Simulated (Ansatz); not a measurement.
Geometry optimisation, UKS BLYP-D4/def2-SVP in Ansatz 0.2.0.

Input file:

```yaml
crystal:
  periodic: [false, false, false]
  atoms:
    - { symbol: Zn, position_ang: [-0.491, 0.714227, -0.054765] }
    - { symbol: S, position_ang: [0.321966, -1.884817, 2.251583] }
    - { symbol: C, position_ang: [-0.085028, 0.53917, -1.941664] }
    - { symbol: H, position_ang: [-0.326096, -0.724799, 2.555665] }
    - { symbol: F, position_ang: [-0.938968, 1.142679, 1.624398] }
    - { symbol: H, position_ang: [1.532126, -1.317476, 2.520868] }
    - { symbol: H, position_ang: [0.008712, 1.546469, -2.396137] }
    - { symbol: H, position_ang: [0.868215, -0.005004, -2.091352] }
    - { symbol: H, position_ang: [-0.889727, -0.010447, -2.468596] }
magnetization:
  spin_polarized: true
basis:
  gaussian: { orbitals: def2-SVP }
hamiltonian:
  xc: blyp
  dispersion: d4
relax:
  f_tol: 0.03
  max_steps: 50
```

Run as:

```bash
$ ansatz run input.yaml --threads 4 --pin off --max-ram 5120MiB --backend cpu --events-out ev --progress --plain --runs-dir out
```

Task: Where does it end, and by what steps?

Result: The run converged. After 6 steps the energy has fallen by 0.096 eV; H6 moved furthest, 0.49 Å.

```csv
step,energy less start (eV),largest force component (eV/Å),accepted
0,0.0000,0.194,yes
1,-0.0544,0.201,yes
2,-0.0806,0.263,yes
3,-0.0932,0.075,yes
4,-0.0957,0.059,yes
5,-0.0956,0.081,no
6,-0.0963,0.008,yes
```

```xyz
9
Properties=species:S:1:pos:R:3
Zn -0.441 0.611 0.128
S 0.234 -1.690 1.839
C -0.034 0.448 -1.765
H -0.402 -0.578 2.358
F -0.955 1.125 1.787
H 1.461 -1.142 2.073
H 0.040 1.444 -2.244
H 0.926 -0.087 -1.902
H -0.830 -0.131 -2.275
```

Whether the end is a true minimum wasn't checked by a vibrational analysis.

Run time: 24 s on 4 threads of Arm Neoverse N1, on a shared host, peak memory 0.19 GiB.
